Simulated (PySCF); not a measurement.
Rigid-rotor lines calculated for a species of formula C8H7N (commonest isotopes; PBE0-D3(BJ)/def2-SVP geometry optimisation, gas phase in PySCF), labelled J(Ka,Kc):

```tsv
transition	MHz
2(1,2) ← 1(1,1)	2125.9
2(0,2) ← 1(0,1)	2175.2
1(1,1) ← 0(0,0)	4687.9
2(1,1) ← 1(1,0)	2225.7
1(0,1) ← 0(0,0)	1087.9
```

Problem. Find the rotational constants.

Solution. 1(0,1) ← 0(0,0) is B + C, 2(1,1) ← 1(1,0) is 3B + C and 2(1,2) ← 1(1,1) is B + 3C, so B − C is half the difference of the last two, 49.9 MHz. 1(1,1) ← 0(0,0) is A + C. A = 4168.9, B = 568.9, C = 519.0 MHz.

Problem. What moments of inertia, asymmetry and inertial defect follow?

Solution. I = 505379 MHz·u·Å² over each constant: Ia = 121.23, Ib = 888.36, Ic = 973.77 u·Å²; κ = (2B − A − C)/(A − C) = -0.973 (near-prolate asymmetric top); Δ = Ic − Ia − Ib = -35.81 u·Å².

Problem. Which dipole components do these lines need?

Solution. μa and μb (a-type: ΔKa even, ΔKc odd; b-type: both odd). The calculation gives |μa| = 4.20 D, |μb| = 3.05 D, |μc| = 0.10 D.

Problem. Predict further lines from these constants: 3(2,2) ← 3(1,3); 3(3,0) ← 2(2,1); 3(3,0) ← 3(2,1); 3(1,3) ← 2(0,2); 2(2,0) ← 2(1,1); 1(1,0) ← 1(0,1); 3(3,1) ← 2(2,0); 2(2,0) ← 1(1,1); 3(1,3) ← 2(1,2).

Solution. 
```json
{"transition": "3(1,3) ← 2(1,2)", "MHz": "3188", "type": "a", "branch": "R"}
{"transition": "1(1,0) ← 1(0,1)", "MHz": "3650", "type": "b", "branch": "Q"}
{"transition": "3(1,3) ← 2(0,2)", "MHz": "6739", "type": "b", "branch": "R"}
{"transition": "2(2,0) ← 2(1,1)", "MHz": "10801", "type": "b", "branch": "Q"}
{"transition": "3(2,2) ← 3(1,3)", "MHz": "11025", "type": "b", "branch": "Q"}
{"transition": "2(2,0) ← 1(1,1)", "MHz": "13076", "type": "b", "branch": "R"}
{"transition": "3(3,0) ← 3(2,1)", "MHz": "18123", "type": "b", "branch": "Q"}
{"transition": "3(3,1) ← 2(2,0)", "MHz": "21388", "type": "b", "branch": "R"}
{"transition": "3(3,0) ← 2(2,1)", "MHz": "21389", "type": "b", "branch": "R"}
```

Problem. Which structure gave them?

Solution. `CC=C=C=C=C(C)C#N`, point group C1. Three constants can't fix a structure by themselves; this is the one that was computed:
```
atom  x, y, z in Å
C1     3.701   -0.631    0.005
C2     2.702    0.299    0.617
C3     1.395    0.202    0.492
C4     0.121    0.100    0.363
C5    -1.145    0.007    0.232
C6    -2.466   -0.099    0.106
C7    -3.337   -0.887    1.049
C8    -3.105    0.569   -0.988
N9    -3.656    1.097   -1.863
H10    4.322   -1.097    0.787
H11    3.215   -1.424   -0.577
H12    4.385   -0.076   -0.657
H13    3.091    1.133    1.219
H14   -3.862   -1.690    0.508
H15   -4.103   -0.237    1.500
H16   -2.732   -1.333    1.848
```

Whether it is a minimum is left open (no frequencies). Constants of a rigid frame at the computed geometry: no zero-point averaging, no centrifugal distortion. A rigid rotor knows nothing of internal rotation, which can split or shift real lines. Quadrupole hyperfine structure (14N) is left out.

Time: 45 s wall; peak memory 0.76 GiB. Hardware: one thread of an Arm Neoverse V1, shared host with 32 logical CPUs at a one-minute load of 28. That covers the optimisation of the geometry.
